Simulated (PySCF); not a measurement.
# Spin states of CaGe⁺

Unrestricted PBE0; Ca pcseg-1, Ge pcseg-1; no relativity (PySCF 2.14). Outer shells of the fragments: Ca+ 4s1; Ge 3d10 4s2 4p2.

Followed along the bond (rough minima from three points):

```tsv
2Ms+1	unpaired	⟨S²⟩ at the start	R at minimum (Å)	Te (eV)
4	σ ↑, π ↑↑	3.75	2.71	0.00
2	π ↑	0.76	3.02	0.26
2	σ ↑, π ↑↓	1.76	2.72	0.52
2	σ ↓, π ↑↑	1.76	2.72	0.58
2	σ ↑	0.75	2.74	1.21
```

Solutions found at the starting distance of 2.850 Å, counted from the lowest of them; the search is not exhaustive and high or unbound solutions are not listed, so other states can lie among these:

| 2Ms+1 | unpaired | term | E (eV) | ⟨S²⟩ | ⟨Lz²⟩ | μ (D) |
| --- | --- | --- | --- | --- | --- | --- |
| 4 | σ ↑, π ↑↑ | ⁴Σ⁻ | 0.00 | 3.75 | 0.00 | -11.17 |
| 2 | π ↑ | ²Π | 0.25 | 0.76 | 1.01 | -9.71 |
| 2 | σ ↑, π ↑↓ | mixed | 0.52 | 1.76 | 2.01 | -10.98 |
| 2 | σ ↓, π ↑↑ | mixed | 0.57 | 1.76 | 0.00 | -10.87 |
| 2 | σ ↑ | mixed | 1.19 | 0.75 | 2.00 | -10.73 |
| 4 | σ ↑↑, π ↑ | ⁴Π | 1.38 | 3.75 | 1.01 | -4.34 |
| 4 | σ ↑, π ↑, δ ↑ | mixed | 2.67 | 3.75 | 5.00 | -5.98 |
| 4 | σ ↑, π ↑, δ ↑ | mixed | 2.67 | 3.75 | 4.99 | -5.96 |
| 2 | σ ↑, π ↑, δ ↓ | mixed | 2.73 | 1.75 | 4.97 | -6.08 |
| 4 | σ ↑, π ↑↑ | mixed | 2.73 | 3.75 | 2.01 | -5.69 |

A term symbol is given only where ⟨S²⟩ and ⟨Lz²⟩ are close to those of a pure state; real π, δ and φ orbitals otherwise mix terms. A positive dipole points towards Ge; it is taken about the centre of mass and depends on that origin.

Spin–orbit coupling is left out. Counting both spins, an empty level lies below a filled one in some of these solutions, because spin and occupation are held.
